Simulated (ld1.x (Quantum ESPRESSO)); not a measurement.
**Transferability test, TM potential for B (Z = 5)**

```
Element                 : B (Z = 5)
Generator               : ld1.x (Quantum ESPRESSO) 7.5
Type                    : norm-conserving Troullier–Martins (Kleinman–Bylander form)
Functional              : LDA (PZ)
Relativity              : non-relativistic
Frozen core             : [He]
Valence charge          : 3
Reference configuration : 2s2 2p1
Partial waves           : 2s (bound): rc 1.65 bohr; 3d channel at -0.2 Ry: rc 3.80 bohr; 2p (bound): rc 3.75 bohr
Local potential         : the p channel
Core correction         : none
```

Energies are relative to the spin-unpolarised reference configuration 2s2 2p1; without spin polarisation the order of configurations can differ from experiment. Spin-polarised rows fill each open shell by Hund’s rule, majority spin first.

```json
{"valence configuration": "2s2 2p0", "charge": "+1", "ΔE all-electron (eV)": "8.329", "error AE − PS (meV)": "+174"}
{"valence configuration": "2s1 2p0", "charge": "+2", "ΔE all-electron (eV)": "33.626", "error AE − PS (meV)": "+558"}
{"valence configuration": "2s1 2p1", "charge": "+1", "ΔE all-electron (eV)": "14.278", "error AE − PS (meV)": "-101"}
{"valence configuration": "2s0 2p3", "charge": "0", "ΔE all-electron (eV)": "11.388", "error AE − PS (meV)": "-116"}
{"valence configuration": "2s1 2p2", "charge": "0", "ΔE all-electron (eV)": "5.680", "error AE − PS (meV)": "-31"}
{"valence configuration": "2s2 2p1.3", "charge": "-0.3", "ΔE all-electron (eV)": "-0.773", "error AE − PS (meV)": "+0.8"}
{"valence configuration": "2s2 2p1 (spin-polarised)", "charge": "0", "ΔE all-electron (eV)": "-0.235", "error AE − PS (meV)": "+6.0"}
{"valence configuration": "2s1 2p0 (spin-polarised)", "charge": "+2", "ΔE all-electron (eV)": "32.898", "error AE − PS (meV)": "+645"}
```

Task: What are ΔE and the potential's error for 2s2 2p0.5?

Result: ΔE = 2.944 eV all-electron; the error (AE − PS) is +24 meV.

Levels in the configuration 2s2 2p0:

```csv
level,all-electron (eV),pseudo (eV)
2s,-19.412,-19.137
```
